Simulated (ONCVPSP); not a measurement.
# Which change was made? (Ni, ONCV)

| Quantity | Value |
| --- | --- |
| Element | nickel (Ni) |
| Generator | ONCVPSP 4.0.1 |
| Type | optimised norm-conserving Vanderbilt (ONCV) |
| Functional | PBE |
| Relativity | fully relativistic |
| Frozen core | [Ne] |
| Valence charge | 18 |
| Reference configuration | 3s2 3p6 3d8 4s1 (charge +1) |
| Partial waves | 3s+4s: rc 1.20 bohr, ncon 3, nbas 8, qcut 11.6 1/bohr, 2 projectors; 3p: rc 1.20 bohr, ncon 4, nbas 7, qcut 13.4 1/bohr, 2 projectors, debl 3.6 Ha; 3d: rc 1.10 bohr, ncon 3, nbas 8, qcut 15.1 1/bohr, 1 projector |
| Local potential | polynomial inside 0.80 bohr (lpopt 3, dvloc0 3 Ha) |
| Core correction | none |

Open shells are filled in proportion to 2j + 1.

Cutoffs, loose and tight: the cutoffs (Ha) at which the residual kinetic energy of the hardest occupied pseudo-wave falls to 1 and 0.1 mHa per electron. They do not see the model core or the augmentation charge, which bear on the density cutoff. Test errors are all-electron minus pseudo excitation energies from the reference, over the configurations 3s2 3p6 3d8 4s2; 3s2 3p6 3d8 4s0; 3s2 3p6 3d7 4s0; 3s2 3p6 3d8.5 4s1.5; variants that change the core or the reference have their own tests.

The base gives: outcome: generated; cutoff, loose: 82 Ha; cutoff, tight: 94 Ha; bound ghosts: none; GHOST(+) flags above zero: none; largest test error (meV): -4.5.

(1) After one change the result is: outcome: generated; cutoff, loose: 82 Ha; cutoff, tight: 94 Ha; bound ghosts: none; GHOST(+) flags above zero: none; largest test error (meV): -373. Which change was it?
A. core correction Teter function, parameters optimised by the program
B. d: nproj 3
C. all radii scaled by about 1.34 (s 1.60, p 1.60, d 1.48 bohr); local potential polynomial inside 1.08 bohr (lpopt 3, dvloc0 3 Ha)

Results:

(1) A. The others give: d: nproj 3 → outcome: generated; cutoff, loose: 82 Ha; cutoff, tight: 94 Ha; bound ghosts: none; GHOST(+) flags above zero: none; largest test error (meV): +4.7 | all radii scaled by about 1.34 (s 1.60, p 1.60, d 1.48 bohr); local potential polynomial inside 1.08 bohr (lpopt 3, dvloc0 3 Ha) → outcome: generated; cutoff, loose: 66 Ha; cutoff, tight: 76 Ha; bound ghosts: none; GHOST(+) flags above zero: none; largest test error (meV): -16.
